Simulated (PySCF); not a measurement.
# Excitation energy of Hg²⁺ by level of theory

Hg²⁺ [Xe] 4f14 5d10 (1S) → Hg²⁺ [Xe] 4f14 5d9 6p1 (high-spin determinant), as a difference of total energies. Computed with PySCF 2.14 in aug-cc-pVTZ-PP with one added diffuse shell each of s, p, d, f, g type with ECP60MDF (7s7p6d4f3g, 113 functions), with scalar relativity through the core potential. Correlated levels: valence: 5s2 5p6 frozen. The calculations carry no spin-orbit coupling.

| method | excitation energy (eV) |
| --- | --- |
| UHF | 14.020 |
| LDA | 14.311 |
| PBE | 14.156 |
| PBE0 | 14.341 |
| r2SCAN | 14.230 |
| wB97X-V | 14.596 |
| M06 | 15.180 |
| B2PLYP | 14.472 |
| MP2 (valence) | 14.932 |
| SCS-MP2 (valence) | 14.963 |

Q: How much does correlation contribute at MP2 (valence)?

A: 14.932 − (14.020) = 0.912 eV, measured against UHF.

The determinant of the upper state mixes LS terms, which raises its energy above the lowest term, most at the Hartree-Fock and MP2 levels.
